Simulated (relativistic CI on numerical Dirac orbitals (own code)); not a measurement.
# Fe⁴⁺: K-beta X-ray emission

Computed with this model: Dirac-Coulomb-Breit CI, separate exchange-only KLI orbitals for each configuration, QED by a radiative potential, valence Slater integrals scaled by 0.9, multiplet model of X-ray emission after core ionisation; configurations [Ar] 3d4 → 1s 2s2 2p6 3s2 3p6 3d4 → [Ne] 3s2 3p5 3d4; 80 K; Lorentzian 1.12 eV and Gaussian 1 eV FWHM. Energies are those of the free ion, without screening or charge transfer. S is read from ⟨S²⟩ = S(S + 1).

Field parameters in Wybourne normalisation: D3d B²₀ = −7Dσ, B⁴₀ = −14Dq − 21Dτ, B⁴₃ = −14√(10/7) Dq; D4h B²₀ = −7Ds, B⁴₀ = 21(Dq − Dt), B⁴₄ = 21√(5/14) Dq; Oh B⁴₀ = 21Dq, B⁴₄ = √(5/14) B⁴₀; Td as Oh with Dq negative (B⁴₀ = 21Dq, B⁴₄ = √(5/14) B⁴₀). The field is a parameter set, without covalency.

Peaks in eV (height, largest 100): 7041.4 (16), 7048.6 (11), 7064.8 (100), 7068.4 (84).

(1) Which surroundings give this spectrum?
A. D4h, 10Dq = 11800, Ds = 1680, Dt = 1150 cm⁻¹
B. Td, 10Dq = -3800 cm⁻¹
C. Oh, 10Dq = 23000 cm⁻¹
D. Td, 10Dq = -17100 cm⁻¹

Results:

(1) B. Td, 10Dq = -3800 cm⁻¹, where the ground state has S = 2.00.
